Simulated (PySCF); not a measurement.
Geometry (Å), atoms numbered from 1 in this order:
```xyz
22

C    -1.566   -0.655   -2.048
C    -1.259    0.528   -1.498
C    -1.231    0.836   -0.065
C    -0.856    2.065    0.337
C    -1.556   -0.247    0.921
Si   -0.138   -1.505    1.136
Si    1.928   -0.423    0.893
Si    2.421    0.186   -1.318
H    -1.839   -1.527   -1.448
H    -1.552   -0.790   -3.132
H    -0.995    1.362   -2.158
H    -0.816    2.334    1.396
H    -0.576    2.835   -0.387
H    -2.477   -0.786    0.641
H    -1.732    0.193    1.914
H    -0.220   -2.621    0.142
H    -0.239   -2.119    2.499
H     2.999   -1.375    1.338
H     1.996    0.782    1.782
H     1.660    1.396   -1.749
H     2.109   -0.945   -2.245
H     3.883    0.492   -1.427
```

Geometry: PBE0-D3(BJ)/def2-SVP; GIAO shifts from PySCF 2.14.0 with density-fitted response routines, gas phase, non-relativistic, averaged over equivalent atoms.

At B3LYP/pcSseg-1 (227 basis functions, 88 s wall time on 1 thread of an Arm Neoverse N1, shared host):
```tsv
atoms	δ (ppm)
C3	153.7
C2	148.6
C4	124.5
C1	123.5
C5	15.6
Si6	-55.7
Si8	-97.1
Si7	-114.4
H11	6.29
H9	5.38
H10	5.37
H12	5.16
H13	5.05
H16/H17	4.14
H20/H21/H22	3.46
H18/H19	3.11
H14/H15	1.90
```

Scale: ¹³C (179.24 ppm) and ²⁹Si (337.86 ppm) and ¹H (31.38 ppm) against TMS (reference shieldings calculated alike).

**Question.** What do these become at PBE0/pcSseg-1?

**Answer.** 
```json
{"atoms": "C3", "δ at PBE0/pcSseg-1": "151.8", "change": "-1.9"}
{"atoms": "C2", "δ at PBE0/pcSseg-1": "147.7", "change": "-0.9"}
{"atoms": "C4", "δ at PBE0/pcSseg-1": "125.2", "change": "+0.7"}
{"atoms": "C1", "δ at PBE0/pcSseg-1": "124.2", "change": "+0.7"}
{"atoms": "C5", "δ at PBE0/pcSseg-1": "14.4", "change": "-1.2"}
{"atoms": "Si6", "δ at PBE0/pcSseg-1": "-57.5", "change": "-1.8"}
{"atoms": "Si8", "δ at PBE0/pcSseg-1": "-98.7", "change": "-1.6"}
{"atoms": "Si7", "δ at PBE0/pcSseg-1": "-119.7", "change": "-5.3"}
{"atoms": "H11", "δ at PBE0/pcSseg-1": "6.38", "change": "+0.09"}
{"atoms": "H9", "δ at PBE0/pcSseg-1": "5.49", "change": "+0.11"}
{"atoms": "H10", "δ at PBE0/pcSseg-1": "5.50", "change": "+0.13"}
{"atoms": "H12", "δ at PBE0/pcSseg-1": "5.27", "change": "+0.11"}
{"atoms": "H13", "δ at PBE0/pcSseg-1": "5.16", "change": "+0.11"}
{"atoms": "H16/H17", "δ at PBE0/pcSseg-1": "4.24", "change": "+0.10"}
{"atoms": "H20/H21/H22", "δ at PBE0/pcSseg-1": "3.53", "change": "+0.07"}
{"atoms": "H18/H19", "δ at PBE0/pcSseg-1": "3.18", "change": "+0.07"}
{"atoms": "H14/H15", "δ at PBE0/pcSseg-1": "1.92", "change": "+0.02"}
```

Scale: ¹³C (184.41 ppm), ²⁹Si (351.99 ppm), ¹H (31.27 ppm) against TMS (reference shieldings calculated alike).

The largest change is at Si7 (silicon bonded to 2 Si, 2 H). Cost: 227 basis functions, 120 s wall time on 1 thread of an Arm Neoverse N1, shared host. The order of the carbon signals is the same at both levels.
